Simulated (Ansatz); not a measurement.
`NC(F)([SiH3])S`, relaxed with RKS PBE-D4/def2-SVP in Ansatz 0.2.0 from a rough embedded geometry. The force threshold is 0.03 eV/Å; the program also tests the step.

The species carries charge 0 and has multiplicity 1.

Start:

```xyz
11

N    -0.723    0.915    1.006
C     0.223   -0.087    0.565
F     0.387   -0.937    1.596
Si   -0.447   -1.065   -0.883
S     1.846    0.638    0.217
H    -0.518    1.789    0.479
H    -0.369    1.181    1.978
H     0.504   -2.118   -1.335
H    -0.589   -0.055   -2.061
H    -1.768   -1.622   -0.695
H     1.455    1.362   -0.866
```

```tsv
step	energy (eV)	largest force (eV/Å)	largest move (Å)
1	-24029.3557	1.736	0.000
2	-24029.6179	1.019	0.147
3	-24029.6881	0.691	0.109
4	-24029.7160	1.167	0.160
5	-24029.7482	0.228	0.075
6	-24029.7564	0.228	0.148
7	-24029.7628	0.309	0.057
8	-24029.7640	0.260	0.034
9	-24029.7651	0.221	0.046
10	-24029.7678	0.086	0.031
11	-24029.7684	0.047	0.051
12	-24029.7686	0.023	0.020
```

End:

```xyz
11

N    -0.614    0.903    1.114
C     0.230   -0.092    0.595
F     0.466   -1.071    1.573
Si   -0.468   -1.000   -0.956
S     2.009    0.472    0.203
H    -1.160    1.412    0.414
H    -0.135    1.556    1.748
H     0.460   -2.119   -1.311
H    -0.556   -0.005   -2.084
H    -1.845   -1.537   -0.672
H     1.614    1.479   -0.625
```

Run time 12 s (4 threads of a server CPU on a shared host); peak host memory 0.19 GiB.
